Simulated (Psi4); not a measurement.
A dimer, N2 ··· C2H6O (SMILES N#N and COC); the first 2 atoms form monomer A.

```
11

N      0.5455     0.0000     0.0000
N     -0.5455     0.0000     0.0000
C      3.4026    -0.1579     3.7360
O      2.3887    -0.9619     3.1778
C      2.8500    -1.7367     2.0948
H      4.2314    -0.7668     4.1216
H      3.8066     0.5487     2.9986
H      2.9602     0.4016     4.5588
H      3.6522    -2.4206     2.4031
H      2.0071    -2.3205     1.7280
H      3.2288    -1.1041     1.2808
```

What interaction energy does Psi4 1.11 with SAPT0/jun-cc-pVDZ, frozen core give, and which attractive term is the largest?

Total -0.44 kcal/mol: electrostatics -0.25, exchange 0.44, induction -0.04, dispersion -0.59. The most attractive term is dispersion.
